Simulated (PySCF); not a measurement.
C4H8ClF. Atoms are numbered in the order given.

```xyz
14

C     -3.1265    -0.2531     0.1939
C     -1.7088    -0.8197     0.1513
C     -0.6390     0.2753     0.1815
C      0.7664    -0.2820     0.1235
F      0.9466    -0.9956    -1.0257
Cl     1.9904     1.0455     0.1807
H     -3.3154     0.4101    -0.6661
H     -3.2953     0.3370     1.1098
H     -3.8797    -1.0557     0.1691
H     -1.5702    -1.4258    -0.7587
H     -1.5546    -1.5049     1.0043
H     -0.7285     0.8812     1.0976
H     -0.7643     0.9634    -0.6711
H      0.9987    -0.9418     0.9735
```
Charge 0, spin multiplicity 1.

Coordinates come from a B3LYP-D3(BJ)/def2-SVP optimisation. The structure was generated by enumeration; whether it is a known compound was not checked. Other conformers were not sampled.

Calculation: B3LYP-D3(BJ)/def2-SVP run with PySCF.

Frequencies are harmonic and unscaled.

Give all harmonic wavenumbers and intensities. (Estimate from the structure and the level; the computed values follow.)


| mode | ν (cm⁻¹) | IR (km/mol) | moving atoms (share of kinetic energy) |
|---|---|---|---|
| 1 | 91 | 0.2 | H 46 %, C 38 %, F 14 % |
| 2 | 110 | 1.3 | C 45 %, H 34 %, F 11 %, Cl 10 % |
| 3 | 152 | 0.7 | C 46 %, Cl 22 %, H 20 %, F 12 % |
| 4 | 256 | 0.1 | H 89 %, C 10 % |
| 5 | 311 | 5.1 | C 44 %, F 28 %, Cl 15 %, H 13 % |
| 6 | 356 | 1.1 | C 47 %, H 26 %, F 15 %, Cl 13 % |
| 7 | 394 | 1.6 | Cl 44 %, F 36 %, C 15 % |
| 8 | 508 | 7.9 | C 48 %, H 35 %, F 16 % |
| 9 | 759 | 2.4 | H 89 %, C 10 % |
| 10 | 775 | 95.3 | C 76 %, Cl 11 %, H 11 % |
| 11 | 867 | 15.6 | H 66 %, C 26 %, F 8 % |
| 12 | 911 | 1.0 | H 57 %, C 43 % |
| 13 | 981 | 34.7 | H 49 %, C 39 %, F 12 % |
| 14 | 1058 | 5.6 | C 65 %, H 33 % |
| 15 | 1103 | 19.2 | C 51 %, H 43 % |
| 16 | 1147 | 51.8 | C 61 %, H 29 %, F 9 % |
| 17 | 1152 | 44.9 | C 49 %, H 45 % |
| 18 | 1237 | 14.0 | H 75 %, C 25 % |
| 19 | 1267 | 4.7 | H 78 %, C 21 % |
| 20 | 1318 | 2.3 | H 90 %, C 9 % |
| 21 | 1321 | 14.4 | H 76 %, C 24 % |
| 22 | 1384 | 10.5 | H 76 %, C 24 % |
| 23 | 1402 | 5.3 | H 76 %, C 24 % |
| 24 | 1408 | 14.6 | H 60 %, C 40 % |
| 25 | 1454 | 2.4 | H 92 %, C 8 % |
| 26 | 1470 | 1.6 | H 96 % |
| 27 | 1472 | 7.1 | H 97 % |
| 28 | 1485 | 3.9 | H 91 %, C 9 % |
| 29 | 3025 | 18.7 | H 94 % |
| 30 | 3026 | 25.7 | H 97 % |
| 31 | 3049 | 11.8 | H 94 % |
| 32 | 3075 | 1.5 | H 91 %, C 9 % |
| 33 | 3087 | 13.6 | H 92 %, C 8 % |
| 34 | 3102 | 2.4 | H 91 %, C 9 % |
| 35 | 3111 | 59.2 | H 91 %, C 9 % |
| 36 | 3114 | 26.3 | H 91 %, C 9 % |
